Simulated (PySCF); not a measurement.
**Exercise with solution: oscillator strength and radiative lifetime**

C4H8OS, SMILES CCSC(C)=O.

Coordinates come from a B3LYP-D3(BJ)/def2-SVP optimisation. The geometry has at least one imaginary mode, so it is a saddle point at that level. Other conformers were not sampled.

TDDFT-LC-ωPBE/def2-SVPD (PySCF) puts the first singlet state with f over 0.02 at 6.08 eV (vertical), with the transition dipole (-0.679, -0.128, -0.242) in atomic units.

Question: Find the oscillator strength, the wavelength and the radiative lifetime that this transition would have in vacuum if emission retraced absorption.

Answer: 
|μ|² = 0.5360 au, so |μ| = 1.86 D. ΔE = 6.08/27.211 = 0.2234 hartree. f = (2/3) ΔE |μ|² = 0.080 (the program prints 0.080).
λ = 1239.84/6.08 = 204 nm; ν = 49038 cm⁻¹.
Einstein's coefficient A = 0.6670 ν² f s⁻¹ (ν in cm⁻¹) = 1.3e8 s⁻¹, so τ = 1/A = 7.8 ns. This state is S3; the lower singlets have f = 0.000, 0.004. The figure is the radiative limit of this one transition; relaxation, internal conversion, crossing to triplets and a medium change what is measured.
